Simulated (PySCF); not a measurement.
# Checking a proposed structure

A compound C$_{5}$H$_{7}$FO$_{2}$ gives the data below (simulated from a calculation) and was assigned the structure `CCOC(=O)/C=C\F`.

13C{1H} NMR (computed): δ 160.3 (CH), 156.0 (C), 119.3 (CH), 82.1 (CH2), 24.4 (CH3).

1H NMR (600 MHz, computed): δ 7.92 (s, 1H), 5.39 (m, 1H), 5.26 (m, 2H), 2.06 (s, 3H).

- structure optimised with GFN2-xTB
- σ from GIAO-PBE0/pcSseg-1
- program: PySCF 2.14.0 with density-fitted response routines
- gas phase, one averaged value for each set of equivalent atoms, non-relativistic, single conformer

Referencing at the same level of theory: TMS for 1H, 13C.

(1) Compare with the shifts computed for the proposed structure, pairing carbons in order of shift.

(2) Which isomer fits?

## Answers

(1) Atom-mapped SMILES (the numbers label the heavy atoms): `[CH3:1][CH2:2][O:3][C:4](=[O:5])/[CH:6]=[CH:7]\[F:8]`. Each H is labelled by its parent atom.

```json
{"atom": "C4", "computed for proposal": "169.8", "given list": "160.3", "difference": "+9.5"}
{"atom": "C7", "computed for proposal": "168.6", "given list": "156.0", "difference": "+12.6"}
{"atom": "C6", "computed for proposal": "112.6", "given list": "119.3", "difference": "-6.7"}
{"atom": "C2", "computed for proposal": "63.1", "given list": "82.1", "difference": "-19.0"}
{"atom": "C1", "computed for proposal": "16.4", "given list": "24.4", "difference": "-8.0"}
```

The rms difference is 12.0 ppm and the largest -19.0 ppm at C2 (sp3 CH2 bonded to O). The carbon types in order of shift don't match either: C, CH, CH, CH2, CH3 for the proposal against CH, C, CH, CH2, CH3 in the data. The proposal doesn't fit.

(2) SMILES C/C(=C/CF)OC=O.

- Carbon types of the structure: 1 × C, 2 × CH, 1 × CH2, 1 × CH3, which accounts for all hydrogens.
- δC 160.3: ester carbonyl carbon; it is a carbonyl in resonance with an O or N lone pair, the region of acids, esters and amides.
- δC 156.0: alkene carbon bearing oxygen; an sp2 carbon further deshielded by the attached heteroatom.
- δC 119.3: β carbon of an enol-ether or enamine type C=C.
- δC 82.1: allylic sp3 CH2 bonded to F; deshielded by the electronegative neighbour.

This is the structure that produced the data.

Splittings by 19F in the carbon and heteronuclear signals aren't shown, as no couplings were computed. Shifts are as computed. Against solution values, carbons near 30 ppm lie about +3 ppm off and those near 130 ppm about +5 ppm (rms about the fit 2.1 ppm; single classes can miss by 10 ppm). Of 1328 compounds with measured shifts, 309 miss one by over three times the rms of a fit or turn the order of signals round; such compounds aren't used in these exercises. Signals without a measured value on file couldn't be tested in this way; 1H shifts scatter by 0.2 ppm about their fit, and single ones miss by 0.5 ppm. Multiplicities follow the n + 1 count of equivalent neighbours, as no J values were calculated; m marks all less simple cases, F and P coupling included.
